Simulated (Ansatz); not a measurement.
`[SiH3]C[SiH2]I`, relaxed with RKS PBE-D4/def2-SVP in Ansatz from a rough embedded geometry. The force threshold is 0.03 eV/Å; the program also tests the step.

The species carries charge 0 and has multiplicity 1. I: def2 effective core potential.

Start:

```xyz
11

Si    0.669   -1.275   -0.520
C     0.345    0.523   -0.527
Si   -0.858    0.778    0.822
I    -1.374    3.120    1.077
H    -0.580   -2.060   -0.860
H     1.644   -1.596   -1.683
H     1.281   -1.787    0.709
H     1.265    1.042   -0.326
H    -0.025    0.858   -1.468
H    -2.105    0.052    0.619
H    -0.261    0.347    2.156
```

(1) By how much does the energy fall, and how many steps does the optimiser take? (Estimate.)

(2) Which bonds change most? (An estimate is asked.)

(3) Give the relaxed structure. (An estimate is asked.)

Answers

(1) Computed: 31.48 kJ/mol, in 5 steps.

(2) Ansatz gave: Si1–C2 from 1.827 to 1.901 Å; Si3–I4 from 2.412 to 2.478 Å; C2–Si3 from 1.825 to 1.882 Å; Si1–H6 from 1.552 to 1.504 Å.

(3) The calculation gave: 
```xyz
11

Si    0.748   -1.380   -0.639
C     0.324    0.465   -0.466
Si   -0.898    0.844    0.914
I    -1.365    3.275    1.027
H    -0.497   -2.175   -0.927
H     1.725   -1.584   -1.764
H     1.359   -1.895    0.636
H     1.260    1.034   -0.282
H    -0.099    0.828   -1.427
H    -2.210    0.152    0.678
H    -0.347    0.436    2.251
```
